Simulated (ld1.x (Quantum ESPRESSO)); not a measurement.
**Which change was made? (Ti, TM)**

| Item | Value |
| --- | --- |
| Element | Ti |
| Generator | ld1.x (Quantum ESPRESSO) 7.5 |
| Type | norm-conserving Troullier–Martins (Kleinman–Bylander form) |
| Functional | LDA (PZ) |
| Relativity | scalar-relativistic |
| Frozen core | [Ne] 3s2 |
| Valence charge | 10 |
| Reference configuration | 3p6 3d2 4s1.75 4p0 (charge +0.25) |
| Partial waves | 4s (bound): rc 2.90 bohr; 3p (bound): rc 1.75 bohr; 3d (bound): rc 1.80 bohr |
| Local potential | all-electron potential smoothed inside 2.30 bohr (lloc = -1) |
| Core correction | a·sin(br)/r model core inside 1.15 bohr |

Cutoffs, loose and tight: the cutoffs (Ry, on a coarse ladder) from which the occupation-weighted sum of valence levels, in a spherical-Bessel basis at the reference potential, stays within 10 and 1 mRy of its value at 400 Ry. They do not see the model core or the augmentation charge, which bear on the density cutoff. Test errors are all-electron minus pseudo excitation energies from the reference, over the configurations 3p6 3d2 4s2 4p0; 3p6 3d2 4s1 4p0; 3p6 3d2 4s0 4p0; 3p6 3d2 4s1.5 4p0; 3p6 3d0 4s0 4p0; 3p6 3d3 4s0 4p0; 3p6 3d2 4s0 4p2 (two spin-polarised tests are not counted in the largest error); variants that change the core or the reference have their own tests. The largest error is taken over the tests solved by every variant that gives reliable tests at all, those not shown here included: 3p6 3d0 4s0 4p0; 3p6 3d2 4s0 4p0; 3p6 3d2 4s0 4p2; 3p6 3d2 4s1.5 4p0; 3p6 3d3 4s0 4p0.

The base gives: outcome: generated; cutoff, loose: 60 Ry; cutoff, tight: 80 Ry; bound ghosts: none; largest test error (meV): +291.

Task: After one change the result is: outcome: generated; cutoff, loose: 70 Ry; cutoff, tight: 80 Ry; bound ghosts: none; largest test error (meV): -258. Which change was it?
A. wave 3d (bound): rc 1.80 bohr becomes 3d (bound): rc 1.76 bohr
B. reference 3p6 3d3 4s1 4p0
C. wave 4s (bound): rc 2.90 bohr becomes 4s (bound): rc 3.72 bohr
D. wave 3p (bound): rc 1.75 bohr becomes 3p (bound): rc 1.34 bohr
E. core [Ar], valence charge 4; reference 3d2 4s1.75 4p0.25; waves now 4s (bound): rc 2.90 bohr; 3d (bound): rc 2.60 bohr; 4p (bound): rc 3.70 bohr; local potential the p channel; core correction a·sin(br)/r model core inside 2.35 bohr

Result: A. The others give: wave 3p (bound): rc 1.75 bohr becomes 3p (bound): rc 1.34 bohr → outcome: generated; cutoff, loose: 70 Ry; cutoff, tight: 80 Ry; bound ghosts: none; largest test error (meV): +292 | core [Ar], valence charge 4; reference 3d2 4s1.75 4p0.25; waves now 4s (bound): rc 2.90 bohr; 3d (bound): rc 2.60 bohr; 4p (bound): rc 3.70 bohr; local potential the p channel; core correction a·sin(br)/r model core inside 2.35 bohr → outcome: generated; cutoff, loose: 35 Ry; cutoff, tight: 40 Ry; bound ghosts: s; largest test error (meV): +43 over the solved tests; 2 of 9 tests not solved or not reliable | wave 4s (bound): rc 2.90 bohr becomes 4s (bound): rc 3.72 bohr → outcome: generated; cutoff, loose: 60 Ry; cutoff, tight: 80 Ry; bound ghosts: none; largest test error (meV): -278 | reference 3p6 3d3 4s1 4p0 → outcome: generated; cutoff, loose: 60 Ry; cutoff, tight: 80 Ry; bound ghosts: none; largest test error (meV): +919.
